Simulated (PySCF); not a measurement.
Molfile (atoms numbered from 1):
```
C5H14OPSi
     RDKit          3D

 22 21  0  0  0  0  0  0  0  0999 V2000
    3.5483    0.2590   -0.4617 C   0  0  0  0  0  0  0  0  0  0  0  0
    2.0707    0.1263   -0.6182 C   0  0  0  0  0  0  0  0  0  0  0  0
    1.4585    0.4405   -1.6121 O   0  0  0  0  0  0  0  0  0  0  0  0
    1.2838   -0.4555    0.5582 C   0  0  0  0  0  0  0  0  0  0  0  0
   -0.4748   -0.5518    0.1069 P   0  0  1  0  0  0  0  0  0  0  0  0
   -1.3469   -1.5080    1.3578 C   0  0  0  0  0  0  0  0  0  0  0  0
   -1.2238    1.0557   -0.1139 C   0  0  0  0  0  0  0  0  0  0  0  0
   -3.0119    1.0706   -0.8179 Si  0  0  0  0  0  4  0  0  0  0  0  0
    3.9708    0.7471   -1.3479 H   0  0  0  0  0  0  0  0  0  0  0  0
    4.0045   -0.7371   -0.3372 H   0  0  0  0  0  0  0  0  0  0  0  0
    3.7938    0.8378    0.4425 H   0  0  0  0  0  0  0  0  0  0  0  0
    1.6511   -1.4610    0.8277 H   0  0  0  0  0  0  0  0  0  0  0  0
    1.3923    0.1699    1.4616 H   0  0  0  0  0  0  0  0  0  0  0  0
   -0.5450   -1.2653   -1.1058 H   0  0  0  0  0  0  0  0  0  0  0  0
   -0.8938   -2.5056    1.4497 H   0  0  0  0  0  0  0  0  0  0  0  0
   -2.4036   -1.6180    1.0738 H   0  0  0  0  0  0  0  0  0  0  0  0
   -1.2883   -0.9909    2.3270 H   0  0  0  0  0  0  0  0  0  0  0  0
   -0.5746    1.6066   -0.8141 H   0  0  0  0  0  0  0  0  0  0  0  0
   -1.2033    1.5731    0.8606 H   0  0  0  0  0  0  0  0  0  0  0  0
   -3.4335    2.4928   -0.8683 H   0  0  0  0  0  0  0  0  0  0  0  0
   -3.8797    0.2746    0.0952 H   0  0  0  0  0  0  0  0  0  0  0  0
   -2.9656    0.4393   -2.1647 H   0  0  0  0  0  0  0  0  0  0  0  0
  1  2  1  0
  2  3  2  0
  2  4  1  0
  4  5  1  0
  5  6  1  0
  5  7  1  0
  7  8  1  0
  1  9  1  0
  1 10  1  0
  1 11  1  0
  4 12  1  0
  4 13  1  0
  5 14  1  6
  6 15  1  0
  6 16  1  0
  6 17  1  0
  7 18  1  0
  7 19  1  0
  8 20  1  0
  8 21  1  0
  8 22  1  0
M  CHG  1   5   1
M  END
```

Geometry: PBE0-D3(BJ)/def2-SVP; GIAO shifts from PySCF 2.14.0 with density-fitted response routines, gas phase, non-relativistic, averaged over equivalent atoms.

At PBE0/pcSseg-1 (220 basis functions, 57 s wall time on 1 thread of an Arm Neoverse V1, shared host):
```csv
atoms,δ (ppm)
C2,207.9
C4,42.0
C1,31.9
C6,3.3
C7,0.2
O3,686.5
P5,-24.4
Si8,-68.7
H14,5.90
H20/H21/H22,4.38
H12,3.28
H13,3.14
H9/H10/H11,2.70
H18,2.08
H15/H16/H17,1.76
H19,0.88
```

Scale: $^{13}$C (σref 184.41) and $^{29}$Si (σref 351.99) and $^{1}$H (σref 31.27) vs TMS; $^{17}$O (σref 334.56) vs H2O; $^{31}$P (σref 310.13) against H3PO4 (reference shieldings calculated alike).

**Question.** What do these become at PBE/pcSseg-1?

**Answer.** 
```csv
atoms,δ at PBE/pcSseg-1,change
C2,205.9,-2.0
C4,44.4,+2.4
C1,32.4,+0.5
C6,3.6,+0.3
C7,1.9,+1.7
O3,679.9,-6.6
P5,-19.9,+4.5
Si8,-71.7,-3.0
H14,5.94,+0.04
H20/H21/H22,4.43,+0.05
H12,3.48,+0.20
H13,3.29,+0.15
H9/H10/H11,2.70,+0.00
H18,2.16,+0.08
H15/H16/H17,1.74,-0.02
H19,0.94,+0.06
```

δ = σ(ref) − σ, references computed at the same level: TMS for $^{13}$C (180.03 ppm), $^{29}$Si (334.61 ppm), $^{1}$H (31.20 ppm); $^{17}$O (334.63 ppm) against H2O; $^{31}$P (295.64 ppm) vs H3PO4.

The largest change is at O3 (ketone oxygen). Cost: 220 basis functions, 57 s wall time on 1 thread of an Arm Neoverse V1, shared host. The order of the carbon signals is the same at both levels.

Unscaled 17O shifts of doubly bonded oxygen tend to come out too high, by tens of ppm or more. Experimental scales use liquid or dissolved standards, which lie at an offset from isolated H2O (liquid H2O: subtract about 36 ppm) and H3PO4.
